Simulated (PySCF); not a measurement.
Species: meta-tolunitrile, C8H7N.
SMILES: `c1ccc(cc1C#N)C`

Linear response at B3LYP/def2-SVPD (PySCF, frozen core in the response, non-relativistic). Geometry: PBE0-D3(BJ)/def2-SVP; no solvent, vibrations or thermal averaging.

Static isotropic polarisability: 99.26 au (14.71 Å³), principal values 58.0, 102.9, 136.9 au.

Task: What is the polarisability at 1064 nm and at the sodium D line?

Result: 100.62 au at 1064 nm (+1.4 %), 103.97 au at 589.3 nm (+4.7 %). The rise at 589.3 nm is 3.48 times that at 1064 nm; a pure ω² law gives 3.26. The lowest singlet lies at 251 nm, shorter than both wavelengths.

Task: What is the isotropic C6 coefficient between two such molecules, C6 = (3/π)∫α(iω)² dω?

Result: 3564 au (Eh·bohr⁶) by a ten-point quadrature over imaginary frequencies, which is 2130 eV·Å⁶ or 205 J·nm⁶/mol.

Task: Which effective excitation energy ω̄ makes London's formula C6 = (3/4)α²ω̄ exact here?

Result: ω̄ = 4·C6/(3α²) = 0.482 Eh = 13.1 eV. A one-pole form α(ω) = α/(1 − ω²/ω̄²) fitted to the 1064 nm value gives 10.0 eV. London's choice of the ionisation energy (9.34 eV, ΔSCF at the same level) gives C6 = 2540 au, 29 % too low.

Task: What n − 1 at the D line would an ideal gas of it have at 273.15 K and 1 atm (2.6868 × 10¹⁹ cm⁻³), by n − 1 = 2π·N·α′?

Result: 26.01 × 10⁻⁴, a formal value whether or not that pressure can be reached.

Task: How anisotropic is the static polarisability, by Δα² = ½[(α1 − α2)² + (α2 − α3)² + (α3 − α1)²]?

Result: Δα = 68.6 au, or 0.69 of the isotropic value.

Task: What three-body coefficient follows from the one-pole estimate C9 = (3/4)·α·C6?

Result: 265000 au. This is an estimate from the two numbers above, not a computed integral.

The run took about 1.9 min of CPU time (one thread, shared machine). This is the whole response run at B3LYP/def2-SVPD, SCF included.
